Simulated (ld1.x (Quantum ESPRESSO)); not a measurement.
**nickel: one change to a PAW potential, before and after**

ld1.x (Quantum ESPRESSO) 7.5 input, shortened:

```
&input
   title='Ni', zed=28., rel=1, dft='REVPBE', iswitch=3,
   config='[Ar] 3d8 4s2 4p0'
 /
 &inputp
   pseudotype=3, lpaw=.true., tm=.true., lloc=-2, rcloc=1.40,
   nlcc=.true., new_core_ps=.true.,
   which_augfun='PSQ', rmatch_augfun_nc=.true.
 /
6
4S  1  0   2.00   0.00  1.60  2.20  0.0
4S  1  0   0.00   0.25  1.60  2.20  0.0
4P  2  1   0.00   0.00  1.65  2.20  0.0
4P  2  1   0.00   1.85  1.65  2.20  0.0
3D  3  2   8.00   0.00  0.95  1.25  0.0
3D  3  2   0.00  -0.05  0.95  1.25  0.0
 &test
   configts(1)='3d8 4s2 4p0'
 /
```

Change: waves 4p (bound): rcut 1.65, rcutus 1.98 bohr; 4p channel at 1.85 Ry: rcut 1.65, rcutus 1.98 bohr.

Cutoffs: the cutoffs (Ry, on a coarse ladder) from which the occupation-weighted sum of valence levels, in a spherical-Bessel basis at the reference potential, stays within 10 and 1 mRy of its value at 400 Ry; they do not see the model core or the augmentation charge, which bear on the density cutoff. Errors are all-electron minus pseudo energies relative to the spin-unpolarised reference configuration.

**Question.** How do hardness, ghosts and transferability respond?

**Answer.** The potential gets neither clearly harder nor softer (70 Ry and 120 Ry → 70 Ry and 120 Ry); the errors of the 7 common tests hardly move; the range in which the p phases agree narrows (upper end at the end of the scan → 3.4); neither file shows a bound ghost.

| quantity | base | changed |
| --- | --- | --- |
| cutoff, loose | 70 Ry | 70 Ry |
| cutoff, tight | 120 Ry | 120 Ry |
| bound ghosts | none | none |
| error for 3d8 4s1 4p0, meV [ΔE 9.22 eV] | -2.5 | -2.5 |
| error for 3d8 4s0 4p0, meV [ΔE 26.40 eV] | -11 | -11 |
| error for 3d7 4s0 4p0, meV [ΔE 63.75 eV] | -214 | -214 |
| error for 3d9 4s0 4p0, meV [ΔE 6.17 eV] | -103 | -103 |
| error for 3d8 4s0 4p1, meV [ΔE 14.87 eV] | -5.1 | -5.0 |
| error for 3d8.5 4s1.5 4p0, meV [ΔE -1.19 eV] | -19 | -19 |
| error for 3d9 4s1 4p0, meV [ΔE -1.61 eV] | -63 | -63 |
| s: phases at 2.40 bohr within 0.05 rad from the reference energy up to (Ry; the scan ends near 5) | 3.9 | 3.9 |
| p: phases at 2.40 bohr within 0.05 rad from the reference energy up to (Ry; the scan ends near 5) | to the end of the scan | 3.4 |
| d: phases at 2.40 bohr within 0.05 rad from the reference energy up to (Ry; the scan ends near 5) | to the end of the scan | to the end of the scan |
| lowest overlap eigenvalue by channel | s 0.38, p 0.60, d 0.95 | s 0.38, p 0.65, d 0.95 |
